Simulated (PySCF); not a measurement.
An unknown shows these calculated signals:

¹H NMR (400 MHz, computed): δ 4.56 (m, 1H), 3.45 (d, 3H), 2.00 (d, 1H), 1.43 (m, 1H), 1.23 (d, 3H), 1.09 (d, 3H).

¹³C{¹H} NMR (computed): δ 105.6 (CH), 88.5 (C), 21.6 (CH3), 20.7 (CH3), 20.1 (CH).

Equivalent nuclei averaged, single conformer, gas phase, non-relativistic Hamiltonian. Structure optimised with GFN2-xTB; shielding tensors at PBE0/pcSseg-1 (GIAO); PySCF.

References, each an isolated molecule treated in the same way: ¹H (31.72 ppm) and ¹³C (186.93 ppm) vs TMS.

**Question.** Which of these does the molecule contain: a three-membered ring, a C≡C triple bond, a Si–H bond, a heteroaromatic ring, a benzene ring, a (CH3)2CH unit?

**Answer.** 
- A three-membered ring: no.
- A C≡C triple bond: yes (δC 105.6, 88.5; δH 2.00 (d)).
- A Si–H bond: yes (δH 4.56 (m)).
- A heteroaromatic ring: no.
- A benzene ring: no.
- A (CH3)2CH unit: yes (δC 20.7, 20.1, 21.6; δH 1.09 (d), 1.43 (m), 1.23 (d)).

The data belong to `InChI=1S/C5H12Si2/c1-4-7(6)5(2)3/h1,5,7H,2-3,6H3/t7-/m0/s1`; they needn't prove each group on their own.

Carbon signals by region: 1 in the sp2 and nitrile region (100–160 ppm), 1 at 50–100 ppm, 3 below 50 ppm.

Shifts are as computed. Against solution values, carbons near 30 ppm lie about +3 ppm off and those near 130 ppm about +5 ppm. Of 1309 compounds with measured shifts, 239 miss one by over three times the rms of a fit or turn the order of signals round; such compounds aren't used in these exercises. Multiplicities follow the n + 1 count of equivalent neighbours, as no J values were calculated; m marks all less simple cases, F and P coupling included.
